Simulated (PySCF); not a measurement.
# Low-lying terms of Co(15+) (cobalt, charge +15)

Ground state [Ne] 3s2, ¹S. All numbers are calculated (PySCF 2.14, the spin-free X2C one-electron Hamiltonian (Gaussian nucleus), in an even-tempered Gaussian basis (20 s from 0.192 bohr⁻², ratio 2.5; 13 p from 0.256 bohr⁻², ratio 2.5; 8 d from 0.325 bohr⁻², ratio 2.7; 4 f from 9.6 bohr⁻², ratio 2.7)). Vertical excitation energies in eV without spin-orbit coupling; excited terms of each kind are numbered among those the solver found. Frozen: 1s2.

```json
{"term": "1 3P°", "leading excitation": "3s → p", "EOM-EE-CCSD": "32.942"}
{"term": "1 1P°", "leading excitation": "3s → p", "EOM-EE-CCSD": "46.786"}
{"term": "1 3D", "leading excitation": "3s → d", "EOM-EE-CCSD": "90.514"}
{"term": "1 1D", "leading excitation": "3s → d", "EOM-EE-CCSD": "102.05"}
{"term": "1 3S", "leading excitation": "3s → s", "EOM-EE-CCSD": "244.80"}
{"term": "2 3D", "leading excitation": "3s → d", "EOM-EE-CCSD": "281.11"}
```

Doubly excited terms such as np² are absent. The solver can miss terms. The 22 highest virtual orbitals were dropped.
